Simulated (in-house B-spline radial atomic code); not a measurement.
Radial electron density of Au⁸⁺, [Xe] 4f14 5d3. Computed with a radial B-spline atomic code at the basis-set limit: scalar-relativistic (X2C) TPSSh, spin-polarised, spherical fractional occupations, Fermi nucleus of rms radius 5.4371 fm.

Caution: exact exchange at fractional occupations of open shells leaves self-interaction of up to several eV.

One-electron X2C: radii and densities carry no picture-change correction, so inner-shell <1/r> comes out high (for 1s by about 2 % at Z = 33, 5 % at 54, 10 % at 75, 30 % at 118) and <r> low.

Columns: r (bohr), 4πr²n(r) (electrons per bohr), bar.

```
0.000311    3.672 #
0.000383    4.875 #
0.000472    6.454 ##
 0.00058    8.478 ###
0.000714    11.12 ###
0.000878    14.49 ####
 0.00108    18.78 ######
 0.00133    24.21 #######
 0.00164       31 #########
 0.00201       39 ############
 0.00248     48.8 ###############
 0.00305     59.9 ##################
 0.00375    72.07 ######################
 0.00461    84.67 #########################
 0.00567    96.65 #############################
 0.00698    106.6 ################################
 0.00859    112.7 ##################################
  0.0106    113.8 ##################################
   0.013    109.9 #################################
   0.016    102.8 ###############################
  0.0197    96.97 #############################
  0.0242     97.8 #############################
  0.0298    108.9 #################################
  0.0367    127.9 ######################################
  0.0451    144.5 ###########################################
  0.0555    146.9 ############################################
  0.0683    132.7 ########################################
   0.084    116.4 ###################################
   0.103    116.8 ###################################
   0.127    132.4 ########################################
   0.156    135.5 #########################################
   0.193    108.9 #################################
   0.237    79.63 ########################
   0.291    77.12 #######################
   0.359    88.73 ###########################
   0.441    81.21 ########################
   0.543    54.73 ################
   0.668     32.7 ##########
   0.822    22.76 #######
    1.01    16.83 #####
    1.24    10.06 ###
    1.53    4.191 #
    1.88    1.202 
    2.32   0.2177 
    2.85  0.02447 
    3.51  0.00132 
    4.32 3.188e-05
```

On this grid the curve has 4 maxima, near 0.0106, 0.0555, 0.156, 0.359 bohr.

The 5d up radial function P(r) = rR(r), positive near the nucleus:

```tsv
r (bohr)	P
0.00567	0.001142
0.00859	0.003366
0.013	0.009644
0.0197	0.02648
0.0298	0.06709
0.0451	0.1505
0.0683	0.2773
0.103	0.3637
0.156	0.2123
0.291	-0.4647
0.441	-0.3916
0.668	0.3946
1.01	1.02
1.53	0.7947
2.32	0.2384
3.51	0.02058
```
